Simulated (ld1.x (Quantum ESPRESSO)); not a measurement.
# Which change was made? (Hf, TM)

ld1.x (Quantum ESPRESSO) 7.5 input, shortened:

```
&input
   title='Hf', zed=72., rel=1, dft='PBESOL', iswitch=3,
   config='[Xe] 4f14 5d3 6s1 6p0'
 /
 &inputp
   pseudotype=2, tm=.true., lloc=1,
   nlcc=.false.
 /
3
6S  1  0   1.00   0.00  2.20  2.20  0.0
5D  3  2   3.00   0.00  2.40  2.40  0.0
5P  2  1   6.00   0.00  1.65  1.65  0.0
 &test
   configts(1)='5p6 5d3 6s1 6p0'
 /
```

Cutoffs, loose and tight: the cutoffs (Ry, on a coarse ladder) from which the occupation-weighted sum of valence levels, in a spherical-Bessel basis at the reference potential, stays within 10 and 1 mRy of its value at 400 Ry. They do not see the model core or the augmentation charge, which bear on the density cutoff. Test errors are all-electron minus pseudo excitation energies from the reference, over the configurations 5p6 5d2 6s2 6p0; 5p6 5d2 6s1 6p0; 5p6 5d2 6s0 6p0; 5p6 5d2.5 6s1.5 6p0; 5p6 5d2 6s1 6p1; 5p6 5d2 6s0 6p2; 5p5 5d2 6s2 6p0; variants that change the core or the reference have their own tests. The largest error is taken over the tests solved by every variant that gives reliable tests at all, those not shown here included: 5p6 5d2 6s0 6p0; 5p6 5d2 6s0 6p2; 5p6 5d2.5 6s1.5 6p0.

The base gives: outcome: generated; cutoff, loose: 45 Ry; cutoff, tight: 80 Ry; bound ghosts: s; largest test error (meV): +90.

Q: After one change the result is: outcome: generated; cutoff, loose: 35 Ry; cutoff, tight: 45 Ry; bound ghosts: s; largest test error (meV): +173. Which change was it?
A. wave 5p (bound): rc 1.65 bohr becomes 5p (bound): rc 2.50 bohr
B. wave 5p (bound): rc 1.65 bohr becomes 5p (bound): rc 1.34 bohr
C. wave 5p (bound): rc 1.65 bohr becomes 5p (bound): rc 1.88 bohr

A: C. The others give: wave 5p (bound): rc 1.65 bohr becomes 5p (bound): rc 2.50 bohr → outcome: generated; cutoff, loose: 25 Ry; cutoff, tight: 40 Ry; bound ghosts: s; largest test error (meV): +331 | wave 5p (bound): rc 1.65 bohr becomes 5p (bound): rc 1.34 bohr → outcome: generated; cutoff, loose: 90 Ry; cutoff, tight: 110 Ry; bound ghosts: s; largest test error (meV): +33.
